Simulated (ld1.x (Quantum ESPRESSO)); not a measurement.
**Fe, ultrasoft: configuration errors across variants**

| Property | Result |
| --- | --- |
| Element | Fe |
| Generator | ld1.x (Quantum ESPRESSO) 7.5 |
| Type | ultrasoft |
| Functional | revPBE |
| Relativity | scalar-relativistic |
| Frozen core | [Ar] |
| Valence charge | 8 |
| Reference configuration | 3d6 4s2 4p0 |
| Partial waves | 4s (bound): rcut 2.55, rcutus 2.70 bohr; 4s channel at 3 Ry: rcut 2.55, rcutus 2.70 bohr; 4p (bound, empty): rcut 2.60, rcutus 3.35 bohr; 4p channel at 2.3 Ry: rcut 2.60, rcutus 3.35 bohr; 3d (bound): rcut 1.55, rcutus 1.75 bohr; 3d channel at 2.85 Ry: rcut 1.55, rcutus 1.75 bohr |
| Local potential | all-electron potential smoothed inside 2.35 bohr (lloc = -1) |
| Core correction | Bessel-smoothed model core, default radius (core density twice the valence density) |
| Augmentation charge | PSQ, inside the norm-conserving radii |

All-electron excitation energies from the reference (eV): (1) 3d6 4s1 4p0 8.637; (2) 3d6 4s0 4p0 24.679; (3) 3d5 4s0 4p0 58.792; (4) 3d6 4s1.5 4p0 3.446; (5) 3d6 4s1 4p1 4.081; (6) 3d4 4s0 4p0 111.784; (7) 3d6 4s0 4p2 8.392.

1 further variants failed, have other tests or too few solved ones, and are left out.

Errors AE − PS in meV (a dash: test not solved or not reliable):

| change | (1) | (2) | (3) | (4) | (5) | (6) | (7) | bound ghosts |
| --- | --- | --- | --- | --- | --- | --- | --- | --- |
| base | -11 | -73 | -222 | -2.1 | -5.1 | -1292 | -22 | none |
| waves 4s (bound): rcut 2.16, rcutus 2.28 bohr; 4s channel at 3 Ry: rcut 2.16, rcutus 2.28 bohr | -5.5 | -37 | -247 | -1.2 | -1.0 | -1423 | -5.1 | none |
| waves 4s (bound): rcut 2.55, rcutus 2.80 bohr; 4s channel at 3 Ry: rcut 2.55, rcutus 2.80 bohr | -11 | -76 | -196 | -2.1 | -5.2 | -1225 | -22 | none |
| waves 4s (bound): rcut 2.55, rcutus 3.30 bohr; 4s channel at 3 Ry: rcut 2.55, rcutus 3.30 bohr | -4.4 | -81 | -128 | +0.2 | -4.9 | -1056 | -22 | none |
| waves 4s (bound): rcut 2.55, rcutus 3.58 bohr; 4s channel at 3 Ry: rcut 2.55, rcutus 3.58 bohr | -22 | -83 | -101 | -5.6 | -6.0 | -988 | -22 | none |
| waves 4s (bound): rcut 2.55, rcutus 4.04 bohr; 4s channel at 3 Ry: rcut 2.55, rcutus 4.04 bohr | +13 | -86 | -61 | +5.5 | -3.0 | -888 | -21 | none |

Question: Give the same row for: waves 4s (bound): rcut 2.34, rcutus 2.48 bohr; 4s channel at 3 Ry: rcut 2.34, rcutus 2.48 bohr.

Answer: -8.2, -56, -217, -1.6, -3.0, -1312, -13; bound ghosts: none.
